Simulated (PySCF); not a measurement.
# How the functional moves excitation energies

Calcium monoxide, CaO.
Bonds: O1–Ca2 (double).

Linear-response calculations in the def2-SVPD basis (PySCF; singlets by full response, triplets Tamm–Dancoff, core orbitals frozen in the response; HF means time-dependent Hartree–Fock). 'Strongest' is the level of largest summed f among the singlets computed (10 roots, of which the last may lack a degenerate partner); it can jump between rows when another state enters that window. S1 is the lowest singlet of each run and needn't be the same state throughout; f(S1) is that of one state. Isolated species at its PBE0-D3(BJ)/def2-SVP geometry, gas phase.

```csv
functional,kind,S1 (eV),f(S1),strongest (eV),T1 (eV),HOMO (eV),gap (eV)
LDA,LDA,1.77,0.003,3.89,1.29,-4.01,1.53
PBE,GGA,1.63,0.003,3.77,1.09,-3.85,1.41
B3LYP,"global hybrid, 20% exact exchange",1.79,0.003,3.93,1.29,-4.75,2.54
PBE0,"global hybrid, 25% exact exchange",1.97,0.056,4.05,1.39,-4.83,2.94
BHandHLYP,"global hybrid, 50% exact exchange",2.13,0.048,4.29,1.73,-5.96,4.34
wB97X-D,range-separated hybrid,2.18,0.054,2.18,1.97,-6.53,6.02
LC-wPBE,range-separated hybrid,2.37,0.030,4.46,2.11,-7.19,6.62
HF,Hartree–Fock,2.83,0.008,4.92,2.60,-7.80,7.15
```

What does CAM-B3LYP (range-separated hybrid) give?

S1 (eV) 1.94, f(S1) 0.039, strongest (eV) 4.16, T1 (eV) 1.59, HOMO (eV) -6.14, gap (eV) 4.72. S1 runs from 1.63 eV (PBE) to 2.83 eV (HF), a spread of 1.20 eV, while the orbital gap spreads over 5.7 eV. Along PBE (0%), B3LYP (20%), PBE0 (25%), BHandHLYP (50%), HF (100%) S1 rises with the share of exact exchange.
